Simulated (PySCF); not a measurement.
Calculation: B3LYP-D3(BJ)/def2-TZVP // M06-2X/def2-TZVP (PySCF). Isolated molecules, 0 K electronic values unless said otherwise. One relaxed conformer stands for a flexible species; it need not be the lowest. B3LYP has the VWN-RPA correlation part, as in Gaussian. Excitations are Tamm–Dancoff values on a coarser integration grid. The basis has no diffuse functions, so Rydberg states are missing or too high.

Reference species (SMILES): `C(C)#CO` (neutral, multiplicity 1).

The S1–T1 gap (TDA) is 0.25 eV. The HOMO–LUMO gap comes out as 6.70 eV.

Changed species: `C1(O)=CC1` (H–O–C–C torsion 180°).

Task: What does the change do to the S1–T1 gap (TDA) and HOMO–LUMO gap?

Result: the S1–T1 gap (TDA) rises by 0.90 eV, to 1.15 eV; the HOMO–LUMO gap rises by 0.08 eV, to 6.78 eV.
